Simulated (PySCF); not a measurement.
SMILES c1cccc2ccccc21 (C10H8), singlet, GFN2-xTB optimised geometry.

```
18

C      1.73     1.82     0.00
C      2.44     0.61     0.00
C      1.77    -0.58     0.00
C      0.36    -0.61     0.00
C     -0.36    -1.82     0.00
C     -1.73    -1.82     0.00
C     -2.44    -0.61     0.00
C     -1.77     0.58     0.00
C     -0.36     0.61     0.00
C      0.36     1.82     0.00
H      2.28     2.76     0.00
H      3.52     0.63     0.00
H      2.31    -1.51     0.00
H      0.19    -2.76     0.00
H     -2.28    -2.76     0.00
H     -3.52    -0.63     0.00
H     -2.31     1.51     0.00
H     -0.19     2.76     0.00
```

Density from B3LYP/def2-SVP (PySCF) at that geometry.

Minimum of the electron density along straight lines between bonded atoms, close to the bond critical point (lines longer than 1.1 times the sum of covalent radii, or with two minima, are not listed):

```json
[
 {"bond": "C1–C2", "length / Å": "1.404", "ρ at the minimum / e bohr⁻³": "0.304", "∇²ρ there / e bohr⁻⁵": "-0.78", "position (fraction from the first atom)": "0.50"},
 {"bond": "C2–C3", "length / Å": "1.366", "ρ at the minimum / e bohr⁻³": "0.324", "∇²ρ there / e bohr⁻⁵": "-0.85", "position (fraction from the first atom)": "0.50"},
 {"bond": "C3–C4", "length / Å": "1.411", "ρ at the minimum / e bohr⁻³": "0.301", "∇²ρ there / e bohr⁻⁵": "-0.76", "position (fraction from the first atom)": "0.50"},
 {"bond": "C4–C5", "length / Å": "1.411", "ρ at the minimum / e bohr⁻³": "0.301", "∇²ρ there / e bohr⁻⁵": "-0.76", "position (fraction from the first atom)": "0.50"},
 {"bond": "C5–C6", "length / Å": "1.366", "ρ at the minimum / e bohr⁻³": "0.324", "∇²ρ there / e bohr⁻⁵": "-0.85", "position (fraction from the first atom)": "0.50"},
 {"bond": "C6–C7", "length / Å": "1.404", "ρ at the minimum / e bohr⁻³": "0.304", "∇²ρ there / e bohr⁻⁵": "-0.78", "position (fraction from the first atom)": "0.50"},
 {"bond": "C7–C8", "length / Å": "1.366", "ρ at the minimum / e bohr⁻³": "0.324", "∇²ρ there / e bohr⁻⁵": "-0.85", "position (fraction from the first atom)": "0.50"},
 {"bond": "C4–C9", "length / Å": "1.420", "ρ at the minimum / e bohr⁻³": "0.297", "∇²ρ there / e bohr⁻⁵": "-0.74", "position (fraction from the first atom)": "0.50"},
 {"bond": "C8–C9", "length / Å": "1.411", "ρ at the minimum / e bohr⁻³": "0.301", "∇²ρ there / e bohr⁻⁵": "-0.76", "position (fraction from the first atom)": "0.50"},
 {"bond": "C1–C10", "length / Å": "1.366", "ρ at the minimum / e bohr⁻³": "0.324", "∇²ρ there / e bohr⁻⁵": "-0.85", "position (fraction from the first atom)": "0.50"},
 {"bond": "C9–C10", "length / Å": "1.411", "ρ at the minimum / e bohr⁻³": "0.301", "∇²ρ there / e bohr⁻⁵": "-0.76", "position (fraction from the first atom)": "0.50"},
 {"bond": "C1–H11", "length / Å": "1.080", "ρ at the minimum / e bohr⁻³": "0.284", "∇²ρ there / e bohr⁻⁵": "-1.08", "position (fraction from the first atom)": "0.63"},
 {"bond": "C2–H12", "length / Å": "1.080", "ρ at the minimum / e bohr⁻³": "0.284", "∇²ρ there / e bohr⁻⁵": "-1.08", "position (fraction from the first atom)": "0.63"},
 {"bond": "C3–H13", "length / Å": "1.081", "ρ at the minimum / e bohr⁻³": "0.283", "∇²ρ there / e bohr⁻⁵": "-1.07", "position (fraction from the first atom)": "0.63"},
 {"bond": "C5–H14", "length / Å": "1.081", "ρ at the minimum / e bohr⁻³": "0.283", "∇²ρ there / e bohr⁻⁵": "-1.07", "position (fraction from the first atom)": "0.63"},
 {"bond": "C6–H15", "length / Å": "1.080", "ρ at the minimum / e bohr⁻³": "0.284", "∇²ρ there / e bohr⁻⁵": "-1.08", "position (fraction from the first atom)": "0.63"},
 {"bond": "C7–H16", "length / Å": "1.080", "ρ at the minimum / e bohr⁻³": "0.284", "∇²ρ there / e bohr⁻⁵": "-1.08", "position (fraction from the first atom)": "0.63"},
 {"bond": "C8–H17", "length / Å": "1.081", "ρ at the minimum / e bohr⁻³": "0.283", "∇²ρ there / e bohr⁻⁵": "-1.07", "position (fraction from the first atom)": "0.63"},
 {"bond": "C10–H18", "length / Å": "1.081", "ρ at the minimum / e bohr⁻³": "0.283", "∇²ρ there / e bohr⁻⁵": "-1.07", "position (fraction from the first atom)": "0.63"}
]
```
